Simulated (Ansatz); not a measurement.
Input file for Ansatz (a quantum-chemistry and plane-wave program): U-CCSD(T)/def2-TZVPP on BFHI (SMILES FBI), a point of a bond scan (R = 2.136 Å). Elements past Kr take the def2 small-core potentials; no spin–orbit coupling. The run froze 11 orbitals, filled d shells among them.

Ansatz 0.2 input:
```yaml
crystal:
  periodic: [false, false, false]
  atoms:
    - {symbol: B, position_ang: [-0.24474767, -1.33345574, 0.80641967]}
    - {symbol: F, position_ang: [0.79230233, -1.74375557, 1.49667712]}
    - {symbol: H, position_ang: [-1.26010087, -1.94582817, 0.81786299]}
    - {symbol: I, position_ang: [-0.08767701, 0.45862089, -0.34566142]}
basis:
  gaussian:
    orbitals: def2-TZVPP
correlation: {method: ccsd_t, electrons: outside_noble_gas}
scf: {omitted_lower_state_checks: [cluster_reference]}
magnetization: {spin_polarized: true, initial_magnetization: 0}
```

Program output:

```
WARN ansatz: RAYON_NUM_THREADS=1 ignored (pool sized by the plan → 1); use --threads N
Functional definition: HF
these checks for a lower state are left out or cut short: cluster_reference
integrals: 0.34 GiB planned
960 factors; integrals over basis functions are off by at most 1.3e-3 eV
mean field: 0.43 GiB planned
mean field evaluation 1: about -11468.1629 eV, gradient 1.8e1 eV
mean field evaluation 2: about -11468.1663 eV, gradient 1.8e1 eV
mean field evaluation 4: about -11469.5191 eV, gradient 1.6e0 eV
mean field evaluation 8: about -11469.5443 eV, gradient 3.3e-4 eV
mean field -11469.54433523 eV, -421.4979799835 hartree, gradient 2.7e-6 eV, S^2 0.000000; 0 other end points of the search recorded, 0 dependent functions left out
11 core orbitals not correlated
reference -11469.54433523 eV, -421.4979799835 hartree; 9, 9 occupied and 106, 106 virtual orbitals, 960 factors
second order -13.16442985 eV of doubles, -0.00000000 eV of singles
coupled cluster: 0.89 GiB planned
cycle   1  -13.37846973 eV  change   -2.1e-1 eV  update   8.6e-2
cycle   2  -13.68049165 eV  change   -3.0e-1 eV  update   2.5e-2
cycle   3  -13.75666204 eV  change   -7.6e-2 eV  update   1.5e-2
cycle   4  -13.75032855 eV  change    6.3e-3 eV  update   4.2e-3
cycle   5  -13.74783958 eV  change    2.5e-3 eV  update   1.8e-3
cycle   6  -13.74833587 eV  change   -5.0e-4 eV  update   6.5e-4
cycle   7  -13.74812606 eV  change    2.1e-4 eV  update   2.1e-4
cycle   8  -13.74812025 eV  change    5.8e-6 eV  update   8.5e-5
cycle   9  -13.74815019 eV  change   -3.0e-5 eV  update   3.4e-5
cycle  10  -13.74813706 eV  change    1.3e-5 eV  update   1.1e-5
perturbative correction -0.49112310 eV, -0.0180484411 hartree
Total energy: -11483.78359539 eV, -422.0212631425 hartree
Checks for a lower state left out: cluster_reference
```

Self-consistency was reached.

Cost: very roughly 21 core-seconds.
